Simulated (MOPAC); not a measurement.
MOPAC input (PM3):

```
PM3 PRECISE GNORM=0.05 LET XYZ CHARGE=-1 GEO-OK AUX(PRECISION=9) THREADS=1
C4H4N

C    -1.80766745 1   -0.12541184 1    0.05783242 1
C    -0.64325662 1   -1.09471643 1    0.03534137 1
C     0.66971766 1   -0.81910144 1   -0.00925837 1
C     1.11178125 1    0.50812232 1   -0.04162774 1
N     1.62036726 1    1.56467281 1   -0.07225544 1
H    -1.45419284 1    0.90727546 1    0.03235136 1
H    -2.48054554 1   -0.27739282 1   -0.79844251 1
H    -2.42606234 1   -0.25270018 1    0.95808535 1
H    -0.96521916 1   -2.14324777 1    0.06006774 1
```

From the output:

```
                                                       MOPAC v23.2.5 Linux

          FINAL HEAT OF FORMATION =         46.41335 KCAL/MOL =     194.19348 KJ/MOL

          COSMO AREA              =        114.03 SQUARE ANGSTROMS
          COSMO VOLUME            =         97.56 CUBIC ANGSTROMS

          GRADIENT NORM           =          0.02432          =       0.00811 PER ATOM
          IONIZATION POTENTIAL    =          2.477482 EV
          HOMO LUMO ENERGIES (EV) =         -2.477  5.874
          NO. OF FILLED LEVELS    =         13
          MOLECULAR WEIGHT        =         66.0823         POINT GROUP:  Cs

          MOLECULAR DIMENSIONS (Angstroms)

            Atom       Atom       Distance
            H     7    N     5     4.82338
            H     9    H     6     3.05425
            H     7    H     8     1.73582

          SCF CALCULATIONS        =         30

   ATOM   CHEMICAL          X               Y               Z
  NUMBER   SYMBOL      (ANGSTROMS)     (ANGSTROMS)     (ANGSTROMS)

     1       C         -1.88112948  *  -0.20306729  *   0.06118948  *
     2       C         -0.68107760  *  -1.07867185  *   0.03629639  *
     3       C          0.57708795  *  -0.68643910  *  -0.00824577  *
     4       C          1.15461508  *   0.56019438  *  -0.04368743  *
     5       N          1.82512078  *   1.53028845  *  -0.07811986  *
     6       H         -1.61991197  *   0.86286202  *   0.03806485  *
     7       H         -2.53666292  *  -0.39827869  *  -0.79956446  *
     8       H         -2.48188071  *  -0.37339899  *   0.96608752  *
     9       H         -0.89479880  *  -2.15410197  *   0.05806472  *

                             CARTESIAN COORDINATES

   1    C       -1.881129477    -0.203067292     0.061189480
   2    C       -0.681077601    -1.078671852     0.036296394
   3    C        0.577087945    -0.686439097    -0.008245769
   4    C        1.154615084     0.560194377    -0.043687427
   5    N        1.825120778     1.530288450    -0.078119862
   6    H       -1.619911968     0.862862024     0.038064849
   7    H       -2.536662918    -0.398278685    -0.799564460
   8    H       -2.481880713    -0.373398991     0.966087521
   9    H       -0.894798803    -2.154101970     0.058064716

           Empirical Formula: C4 H4 N  =     9 atoms

      MOLECULAR POINT GROUP   :   Cs

                  EIGENVALUES
 -30.30140 -24.97838 -20.65237 -15.57282 -11.17003 -10.26004 -10.11583  -8.20173
  -7.60293  -7.46041  -7.09477  -4.26531  -2.47748   5.87372   7.22031   8.05207
   8.23415   8.37727   8.59505   8.81344   8.96013  10.18132  11.59963  13.11477

              NET ATOMIC CHARGES AND DIPOLE CONTRIBUTIONS

  ATOM NO.   TYPE          CHARGE      No. of ELECS.   s-Pop       p-Pop
    1          C          -0.067902        4.0679     1.13192     2.93598
    2          C          -0.180683        4.1807     1.17402     3.00666
    3          C          -0.455321        4.4553     1.41923     3.03609
    4          C           0.018199        3.9818     1.26387     2.71793
    5          N          -0.397891        5.3979     1.77833     3.61956
    6          H           0.028075        0.9719     0.97192
    7          H          -0.000129        1.0001     1.00013
    8          H          -0.000130        1.0001     1.00013
    9          H           0.055781        0.9442     0.94422
 DIPOLE           X         Y         Z       TOTAL
 POINT-CHG.    -3.319    -0.655     0.112     3.384
 HYBRID        -1.560     0.240     0.045     1.579
 SUM           -4.878    -0.415     0.157     4.899

          ATOMIC ORBITAL ELECTRON POPULATIONS

     Atom    s        px        py        pz
    1  C   1.13192   0.98354   0.99439   0.95805
    2  C   1.17402   0.92247   0.95601   1.12819
    3  C   1.41923   1.14418   1.03521   0.85671
    4  C   1.26387   0.92363   0.88368   0.91063
    5  N   1.77833   1.27396   1.23964   1.10595
    6  H   0.97192
    7  H   1.00013
    8  H   1.00013
    9  H   0.94422

 **********************
 *                    *
 * JOB ENDED NORMALLY *
 *                    *
 **********************

 == MOPAC DONE ==
```

The dipole moment of an ion depends on the origin.

The geometry given is a B3LYP-D3(BJ)/def2-TZVP minimum.
